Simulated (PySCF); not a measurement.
## [CoCl6]4-: multiplets, ligand field and magnetism

[CoCl6]4- holds Co(II), d7, at total charge -4. The structure is a PBE0-D3(BJ)/def2-SVP, IEF-PCM water geometry optimised for multiplicity 4; coordination octahedral, point group D4h, metal–donor distances 2.53–2.61 Å.

```
7

Co    0.0000    0.0000    0.0000
Cl    2.5325    0.0000    0.0000
Cl   -2.5325    0.0000    0.0000
Cl    0.0000    2.5325    0.0000
Cl    0.0000   -2.5325    0.0000
Cl    0.0000    0.0000    2.6124
Cl    0.0000    0.0000   -2.6124
```

Method (PySCF 2.14, density fitting): CASSCF(7,5) with orbitals averaged over all microstates of the shell, strongly contracted NEVPT2 on the averaged canonical orbitals; basis x2c-TZVPall on the metal, x2c-SVPall elsewhere; spin-free X2C; IEF-PCM water; spin-orbit coupling by state interaction with the mean-field operator over all roots.

## Spin-free states

```json
{"2S+1": "4", "deg.": "1", "symmetry": "4A2g", "cubic parent": "4T1g 1.00", "free-ion term": "4F 0.99", "CASSCF / cm⁻¹": "0", "NEVPT2 / cm⁻¹": "0", "f(ED)": "–"}
{"2S+1": "4", "deg.": "2", "symmetry": "4Eg", "cubic parent": "4T1g 1.00", "free-ion term": "4F 1.00", "CASSCF / cm⁻¹": "34", "NEVPT2 / cm⁻¹": "48", "f(ED)": "0"}
{"2S+1": "4", "deg.": "1", "symmetry": "4B2g", "cubic parent": "4T2g 1.00", "free-ion term": "4F 1.00", "CASSCF / cm⁻¹": "2750", "NEVPT2 / cm⁻¹": "3909", "f(ED)": "0"}
{"2S+1": "4", "deg.": "2", "symmetry": "4Eg", "cubic parent": "4T2g 1.00", "free-ion term": "4F 1.00", "CASSCF / cm⁻¹": "3153", "NEVPT2 / cm⁻¹": "4465", "f(ED)": "0"}
{"2S+1": "4", "deg.": "1", "symmetry": "4B1g", "cubic parent": "4A2g 1.00", "free-ion term": "4F 1.00", "CASSCF / cm⁻¹": "6643", "NEVPT2 / cm⁻¹": "9317", "f(ED)": "0"}
{"2S+1": "2", "deg.": "1", "symmetry": "2A1g", "cubic parent": "2Eg 1.00", "free-ion term": "2G 0.70", "CASSCF / cm⁻¹": "17258", "NEVPT2 / cm⁻¹": "14411", "f(ED)": "–"}
{"2S+1": "2", "deg.": "1", "symmetry": "2B1g", "cubic parent": "2Eg 1.00", "free-ion term": "2G 0.73", "CASSCF / cm⁻¹": "17836", "NEVPT2 / cm⁻¹": "15288", "f(ED)": "–"}
{"2S+1": "2", "deg.": "2", "symmetry": "2Eg", "cubic parent": "2T2g 0.98", "free-ion term": "2G 0.93", "CASSCF / cm⁻¹": "19231", "NEVPT2 / cm⁻¹": "18020", "f(ED)": "–"}
{"2S+1": "2", "deg.": "1", "symmetry": "2A2g", "cubic parent": "2T1g 1.00", "free-ion term": "2G 0.85", "CASSCF / cm⁻¹": "19508", "NEVPT2 / cm⁻¹": "18292", "f(ED)": "–"}
{"2S+1": "4", "deg.": "2", "symmetry": "4Eg", "cubic parent": "4T1g 1.00", "free-ion term": "4P 1.00", "CASSCF / cm⁻¹": "20335", "NEVPT2 / cm⁻¹": "18421", "f(ED)": "0"}
{"2S+1": "2", "deg.": "1", "symmetry": "2B2g", "cubic parent": "2T2g 1.00", "free-ion term": "2G 0.97", "CASSCF / cm⁻¹": "19511", "NEVPT2 / cm⁻¹": "18552", "f(ED)": "–"}
{"2S+1": "2", "deg.": "2", "symmetry": "2Eg", "cubic parent": "2T1g 0.98", "free-ion term": "2G 0.85", "CASSCF / cm⁻¹": "19728", "NEVPT2 / cm⁻¹": "18566", "f(ED)": "–"}
{"2S+1": "4", "deg.": "1", "symmetry": "4A2g", "cubic parent": "4T1g 1.00", "free-ion term": "4P 0.99", "CASSCF / cm⁻¹": "20932", "NEVPT2 / cm⁻¹": "19215", "f(ED)": "0"}
{"2S+1": "2", "deg.": "1", "symmetry": "2A1g", "cubic parent": "2A1g 1.00", "free-ion term": "2G 1.00", "CASSCF / cm⁻¹": "21272", "NEVPT2 / cm⁻¹": "21174", "f(ED)": "–"}
{"2S+1": "2", "deg.": "1", "symmetry": "2A2g", "cubic parent": "2T1g 1.00", "free-ion term": "2P 0.70", "CASSCF / cm⁻¹": "24960", "NEVPT2 / cm⁻¹": "21725", "f(ED)": "–"}
```

Only the lowest 15 spin-free levels are listed. Energies are counted from the ground state at NEVPT2 level. Weights follow the labels. f(ED) is the electric-dipole oscillator strength from the ground state at the fixed geometry, without vibronic coupling; occupations, where given, run over the ligand-field orbitals from the lowest.

## Ligand-field fit

```csv
cm⁻¹,CASSCF
10Dq,3669
B,1209
"B, free ion",1251
C,4465
"C, free ion",4616
rms of the fit,25
```

| orbital | CASSCF / cm⁻¹ | metal share | main function |
| --- | --- | --- | --- |
| 1 | 0 | 0.99 | degenerate set |
| 2 | 0 | 0.99 | degenerate set |
| 3 | 176 | 0.99 | xy 1.00 |
| 4 | 3329 | 0.96 | z2 1.00 |
| 5 | 4126 | 0.96 | x2-y2 1.00 |

ζ = 514 cm⁻¹, against 526 for the free ion.

Spin-orbit levels:

```
E / cm⁻¹  deg.               make-up    g (S′ = 1/2)
     0.0     2  0.60 4Eg + 0.39 4A2g  3.61 5.00 5.00
   311.4     2  0.58 4A2g + 0.41 4Eg  0.82 0.82 3.62
   381.7     2  0.92 4Eg + 0.07 4A2g  2.42 2.42 3.04
   888.1     2  0.89 4Eg + 0.08 4A2g  0.40 0.40 3.33
   942.2     2  0.52 4A2g + 0.45 4Eg  0.16 1.96 1.96
  1035.8     2  0.65 4Eg + 0.34 4A2g  0.55 0.55 1.04
  4518.4     2             0.97 4B2g  0.01 0.01 6.69
  4621.6     2  0.95 4B2g + 0.03 4Eg  2.22 3.46 3.46
  4993.3     2              0.98 4Eg  3.17 3.17 3.77
  5077.7     2              0.96 4Eg  0.32 2.64 2.64
  5121.4     2              0.97 4Eg               –
  5306.2     2              0.97 4Eg               –
 10018.7     2             0.98 4B1g               –
 10023.7     2             0.98 4B1g               –
 15004.5     2             0.98 2A1g               –
 15874.7     2             0.98 2B1g               –
```

Only the lowest levels are listed: 32 of 120 states.

## Magnetism

Degenerate or low-lying orbital states mix with the ground state, so no spin-only Hamiltonian applies. The lowest spin-orbit level is 2-fold, effective g = 3.61, 5.00, 5.00; the next lies at 311.4 cm⁻¹. μeff is 5.50 μB at 300 K and 4.08 μB at 10 K; the spin-only value is 3.88 μB.

| T / K | χT / cm³ K mol⁻¹ | μeff / μB |
| --- | --- | --- |
| 2 | 1.994 | 3.99 |
| 5 | 2.027 | 4.03 |
| 10 | 2.082 | 4.08 |
| 20 | 2.192 | 4.19 |
| 30 | 2.302 | 4.29 |
| 50 | 2.522 | 4.49 |
| 75 | 2.790 | 4.72 |
| 100 | 3.034 | 4.92 |
| 150 | 3.397 | 5.21 |
| 200 | 3.609 | 5.37 |
| 250 | 3.724 | 5.46 |
| 300 | 3.781 | 5.50 |

Powder magnetisation at 2 K: 0.85 μB at 0.5 T, 1.50 μB at 1 T, 2.12 μB at 2 T, 2.29 μB at 3 T, 2.38 μB at 5 T, 2.42 μB at 7 T.

4Eg (from 4T1g) (48 cm⁻¹) lies within 300 cm⁻¹ of 4A2g (from 4T1g) at NEVPT2 level, inside the method's error: they are parts of one split term, whose order is undecided, and g values and low-temperature moments can hang on it. NEVPT2 lifts 4B2g (from 4T2g) from 2750 to 3909 cm⁻¹; on the d shell alone it tends to overshoot states that fill the eg-type orbitals. Gaps between spin states lean to high spin in this active space.

The job took 16 s on one thread of Arm Neoverse V1 (shared host), with 156 basis functions and a peak of 0.6 GiB, launched as `OMP_NUM_THREADS=1 python lf_run.py task.json out`.
